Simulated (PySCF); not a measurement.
Si(F)3(GeH3) (F3GeH3Si), SMILES F[Si](F)(F)[GeH3].

Geometry optimised at ωB97X-D3(BJ)/def2-SVP. The structure was generated by enumeration, and PubChem lists no compound with its InChIKey, so it may never have been made.

All values below come from ωB97X-D3(BJ)/def2-SVP (PySCF 2.14.0).

Frequencies are harmonic and unscaled.

Modes within 1.5 cm⁻¹ of each other (mostly degenerate sets) share a row, with their intensities summed.

Computed harmonic wavenumbers and intensities:
| mode | ν (cm⁻¹) | IR (km/mol) | moving atoms (share of kinetic energy) |
|---|---|---|---|
| 1 | 84 | 0.0 | H 95 % |
| 2–3 | 130 | 4.1 | F 75 %, Si 12 % |
| 4 | 241 | 29.0 | F 53 %, Ge 44 % |
| 5–6 | 297 | 37.1 | F 82 %, Si 14 % |
| 7 | 479 | 77.0 | Si 47 %, F 46 % |
| 8–9 | 502 | 20.5 | H 86 % |
| 10 | 807 | 289.5 | H 74 %, F 16 % |
| 11 | 875 | 46.5 | F 49 %, Si 27 %, H 22 % |
| 12–13 | 897 | 32.4 | H 97 % |
| 14–15 | 977 | 321.7 | F 50 %, Si 48 % |
| 16 | 2209 | 38.8 | H 100 % |
| 17–18 | 2213 | 195.8 | H 98 % |
